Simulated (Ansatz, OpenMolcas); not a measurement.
## How basis sets differ on GaSiH7O (SMILES [SiH3][OH+][GaH3-])

The species is GaSiH7O (10 atoms), meant as a singlet with charge 0. As SMILES, `[SiH3][OH+][GaH3-]`. The shape is that of a PBE0-D4/def2-TZVP optimisation.

Quantity: the HOMO–LUMO gap, in eV. The values are calculated.

| level | kind | program | value (eV) | CPU time |
| --- | --- | --- | --- | --- |
| HF/ANO-R0 (sfX2C) | Hartree–Fock | OpenMolcas | 13.25 | 4.3 s |
| HF/ANO-RCC-MB (DKH2) | Hartree–Fock | OpenMolcas | 14.52 | 11 s |
| HF/STO-3G | Hartree–Fock | Ansatz | 13.81 | 0.56 s |
| HF/3-21G | Hartree–Fock | Ansatz | 13.22 | 0.95 s |
| HF/ANO-RCC-VDZ (DKH2, RICD fitting) | Hartree–Fock | OpenMolcas | 12.62 | 6.7 s |
| HF/6-31G* (spherical functions) | Hartree–Fock | Ansatz | 13.04 | 2.9 s |

All-electron rows without a relativistic Hamiltonian named are non-relativistic. The values span 12.62 to 14.52 eV. A Hartree–Fock LUMO above zero doesn't converge with the basis: it sinks as sets grow more diffuse. Orbital gaps aren't excitation energies. Times are those of the runs behind each value, whatever else they computed, on shared processors of several kinds: orders of magnitude only.
